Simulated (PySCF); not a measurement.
C4H7BO, SMILES C#CB(O)CC.

Geometry optimised at B3LYP-D3(BJ)/def2-SVP. This is a generated structure with no PubChem entry under its InChIKey; it may be hypothetical. One conformer was computed; it need not be the lowest.

Two levels are set side by side: TDA-PBE/def2-SVPD (PySCF) and TDA-LC-ωPBE/def2-SVPD (PySCF). Vertical, same geometry. The lowest singlet is HOMO→LUMO 99 % with PBE and HOMO→LUMO 85 % with the other functional; states are paired by order. Differences are taken from unrounded values.

| quantity | TDA-PBE |
|---|---|
| lowest singlet excitation (eV) | 5.01 |
| lowest triplet excitation (TDA) (eV) | 4.50 |

Q: These are the TDA-PBE values. What does TDA-LC-ωPBE give? (An estimate is asked for; the answer gives what the named calculation found.)

A: 
```csv
quantity,TDA-LC-ωPBE,TDA-PBE minus TDA-LC-ωPBE
lowest singlet excitation (eV),5.45,-0.44
lowest triplet excitation (TDA) (eV),4.56,-0.06
```

Functionals without exact exchange tend to place singlet excitations lower, as here. Differences between two approximate levels are no errors against the true value.

Rough cost on one machine, each run with all the roots and properties that it gave: TDA-LC-ωPBE against TDA-PBE about 3 times.
